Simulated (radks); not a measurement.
All-electron atom: Re III in [Xe] 4f14 5d5.

All-electron calculation, scalar-relativistic Kohn-Sham, PBEsol, spin-unpolarised, spherical densities, finite nucleus; Fermi nuclear charge, rms radius 5.3698 fm. Program: a radial shooting solver on a logarithmic mesh with Libxc functionals.

Energy parts (eV):
part                       energy
total                  -453985.24
kinetic                 501448.69
electron-nucleus      -1122547.35
Hartree                 175959.43
exchange-correlation     -8846.01

Orbitals (lengths in bohr, moments of r in powers of bohr; r(max) is where P^2 peaks):
orbital  occ.  eigenvalue (eV)   r(max)       <r^4>
1s          2        -71627.00  0.01125   5.464e-07
2s          2        -12433.66  0.06455  0.00008176
2p          6        -10857.14  0.05303  0.00006456
3s          2        -2891.216   0.1821    0.002996
3p          6        -2426.132   0.1804    0.003234
3d         10        -1897.767   0.1469    0.002495
4s          2        -616.1515   0.4127     0.06970
4p          6        -463.5222   0.4331     0.09294
4d         10        -271.8018   0.4433      0.1350
4f         14         -58.9690   0.4165      0.4022
5s          2        -101.8703   0.9374       2.135
5p          6         -63.6841    1.060       4.162
5d          5         -21.4470    1.407       24.50

The highest occupied level is 5d at -21.447 eV. For comparison, the ionisation energy in NIST's Atomic Spectra Database is 27 eV (theoretical). In exact Kohn-Sham theory the highest level is minus the ionisation energy, but local and semilocal functionals leave it too shallow, through self-interaction and a potential that decays too fast; potentials with the right tail come closer. Summed over all electrons, <r^2> = 42.34 bohr^2, which gives a Langevin (diamagnetic) susceptibility term of -33.5 x 10^-6 cm^3/mol.

Beside tabulated values, note that spin-unpolarised runs miss the spin-polarisation part of the exchange energy of open shells.
